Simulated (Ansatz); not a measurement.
```yaml
crystal:
  periodic: [false, false, false]
  atoms:
    - {symbol: N, position_ang: [-0.817838, 1.233075, -0.062547]}
    - {symbol: Ta, position_ang: [0.444220, -0.225766, 0.256569]}
    - {symbol: O, position_ang: [0.332071, -1.451162, -1.172611]}
    - {symbol: S, position_ang: [-0.141051, -1.122235, 2.129620]}
    - {symbol: Cl, position_ang: [2.597576, 0.599407, 0.361678]}
    - {symbol: H, position_ang: [-0.895008, 1.717765, -0.946855]}
    - {symbol: H, position_ang: [-1.509948, 1.567129, 0.590866]}
    - {symbol: H, position_ang: [0.082279, -2.375312, -1.212520]}
basis:
  gaussian: {orbitals: def2-TZVPP, nuclear_model: gaussian, point_charges: [{charge: 1.00, position_ang: [5.305, -0.546, 0.034]}]}
hamiltonian: {xc: {name: BLYP}, dispersion: d3bj}
scf: {lower_state_search: light}
output: {forces: true}
```

```sh
$ ansatz run in.yaml --threads 4 --pin off --events-out ev --progress --plain --max-ram 10444MiB
```

Output, abridged:

```
Functional definition: BLYP
1398 factors; their error is unknown
mean field evaluation 1: about -28485.4806 eV, gradient 1.0e2 eV
mean field evaluation 2: about -28317.0936 eV, gradient 2.7e2 eV
mean field evaluation 4: about -28497.1040 eV, gradient 5.4e1 eV
mean field evaluation 8: about -28504.2023 eV, gradient 1.6e0 eV
mean field evaluation 16: about -28504.1882 eV, gradient 2.4e-3 eV
mean field -28504.18821447 eV, -1047.5095960489 hartree, gradient 4.2e-5 eV, S^2 0.000000; 0 other end points of the search recorded, 0 dependent functions left out
reference -28504.18857119 eV, -1047.5096091582 hartree; 32, 32 occupied and 212, 212 virtual orbitals, 1398 factors
Total energy: -28504.69771650 eV, -1047.5283199034 hartree
Atom 0 at    -0.817838     1.233075    -0.062547 Å, force     0.143693     0.012425     0.117506 eV/Å
Atom 1 at     0.444220    -0.225766     0.256569 Å, force    -1.092810    -0.131089    -0.126485 eV/Å
Atom 2 at     0.332071    -1.451162    -1.172611 Å, force     0.233425     0.072656    -0.409425 eV/Å
Atom 3 at    -0.141051    -1.122235     2.129620 Å, force    -0.092874    -0.248268     0.520724 eV/Å
Atom 4 at     2.597576     0.599407     0.361678 Å, force     1.960511     0.312467     0.015460 eV/Å
Atom 5 at    -0.895008     1.717765    -0.946855 Å, force    -0.100888     0.162753    -0.348237 eV/Å
Atom 6 at    -1.509948     1.567129     0.590866 Å, force    -0.292272     0.166596     0.227754 eV/Å
Atom 7 at     0.082279    -2.375312    -1.212520 Å, force    -0.217423    -0.571301    -0.087248 eV/Å
Dipole moment:    -1.093136     0.085205    -0.446441 e Å
```

Run time 2.6 s (4 threads of an Arm Neoverse V2 on a shared host); peak host memory 0.44 GiB.
